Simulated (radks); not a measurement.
Spherical jellium clusters: N electrons in a uniform positive sphere of charge N and radius rs N^(1/3), rs = 2.78 bohr. Method: non-relativistic Kohn-Sham, LDA (Slater exchange, Perdew-Wang correlation), spin-polarised, spherical densities; computed with a radial shooting solver with Libxc functionals. Levels are named by radial order and angular momentum (1s, 1p, 1d, 2s, ...), and open shells are averaged over m. At N = 13 the configuration is 1s2 1p6 1d(up 5, down 0). The background grows by one charge. Does electron 14 go into 2s up or 2s down or 1d down?

Answer. Into 2s up. The total energies of the other choices lie higher by 0.0473 eV (1d down), 0.396 eV (2s down).
